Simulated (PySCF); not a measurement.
# Electric field gradients and quadrupole coupling constants

C₂H₁₄SSi₄.
Cartesian coordinates in Å at the GFN2-xTB level; atoms count from 1:
```
atom  x, y, z in Å
C1     2.4566   -1.1313   -0.2219
C2     2.0633    0.0472   -1.0893
S3     0.3674   -0.0785   -1.7479
Si4   -0.8984    0.2260    0.0317
Si5    0.0812    1.9479    1.2923
Si6   -2.9470    0.8251   -0.9303
Si7   -1.0119   -1.7967    1.2283
H8     2.3082   -2.0636   -0.7625
H9     1.8606   -1.1609    0.6887
H10    3.5075   -1.0502    0.0512
H11    2.1428    0.9882   -0.5431
H12    2.6945    0.0999   -1.9766
H13   -0.9496    2.5096    2.1651
H14    0.6517    3.0519    0.5159
H15    1.1627    1.4685    2.1616
H16   -3.9729   -0.1240   -0.4885
H17   -3.3672    2.1430   -0.4436
H18   -2.9875    0.8670   -2.3891
H19   -0.1620   -1.7622    2.4269
H20   -0.6228   -2.9993    0.4898
H21   -2.3863   -1.9907    1.6954
```

Field gradients from the PBE0/pcSseg-1 density (PySCF, non-relativistic), principal values in atomic units, ordered |Vxx| ≤ |Vyy| ≤ |Vzz|:

```csv
atom,Vxx,Vyy,Vzz
S3,0.3507,2.0614,-2.4121
```

Task: Find the asymmetry η = (Vxx − Vyy)/Vzz and the couplings χ = eQV/h (234.96 MHz × Q in barn × V in au), with Q(33S) = −0.0678 b.

Result: 
| atom | environment | nucleus | η | χzz (MHz) | χxx (MHz) | χyy (MHz) |
| --- | --- | --- | --- | --- | --- | --- |
| S3 | sulfur bonded to C and Si | 33S | 0.71 | 38.43 | -5.59 | -32.84 |

Task: What is Vzz at S3 in SI units (1 au = 9.71736 × 10²¹ V/m²)?

Result: -2.4121 au = -23.439 × 10²¹ V/m².

Task: And the gradient at the other heavy atoms, for which no coupling is worked out here?

Result: 
| atom | environment | Vzz (au) | η |
| --- | --- | --- | --- |
| C1 | methyl carbon | 0.077 | 0.42 |
| C2 | sp3 carbon bound to sulfur | 0.280 | 0.15 |
| Si4 | four-coordinate silicon | 0.445 | 0.11 |
| Si5 | SiH3 silicon | 0.119 | 0.27 |
| Si6 | SiH3 silicon | 0.167 | 0.28 |
| Si7 | SiH3 silicon | 0.127 | 0.37 |

Task: What couplings would deuterons (Q(2H) = 0.00286 b) have in place of the hydrogens, at this geometry?

Result: 
| atom | bonded to | bond length (Å) | Vzz (au) | η | χzz (kHz) |
| --- | --- | --- | --- | --- | --- |
| H8 | C1 | 1.088 | 0.3114 | 0.02 | 209 |
| H9 | C1 | 1.089 | 0.3126 | 0.03 | 210 |
| H10 | C1 | 1.089 | 0.3131 | 0.02 | 210 |
| H11 | C2 | 1.091 | 0.3038 | 0.03 | 204 |
| H12 | C2 | 1.090 | 0.3046 | 0.04 | 205 |
| H13 | Si5 | 1.463 | 0.1656 | 0.00 | 111 |
| H14 | Si5 | 1.465 | 0.1638 | 0.01 | 110 |
| H15 | Si5 | 1.468 | 0.1619 | 0.00 | 109 |
| H16 | Si6 | 1.466 | 0.1625 | 0.01 | 109 |
| H17 | Si6 | 1.466 | 0.1624 | 0.01 | 109 |
| H18 | Si6 | 1.460 | 0.1670 | 0.00 | 112 |
| H19 | Si7 | 1.470 | 0.1604 | 0.00 | 108 |
| H20 | Si7 | 1.464 | 0.1651 | 0.01 | 111 |
| H21 | Si7 | 1.465 | 0.1640 | 0.00 | 110 |

Geometry: GFN2-xTB, one conformer, isolated molecule. GFN2-xTB frequencies show an imaginary mode (52i cm⁻¹), so this geometry is no minimum at that level. GFN2-xTB bond lengths can be off by several hundredths of an ångström, more for odd bonds, and the gradients follow them. With a basis this small, the couplings can be 20 % off.

The run behind these numbers computed NMR shieldings as well. Hardware: an Arm Neoverse V2 with one thread, no GPU, shared host with 96 logical CPUs at a one-minute load of 35. Cost: 46 s wall, 1.1 GiB resident at most.
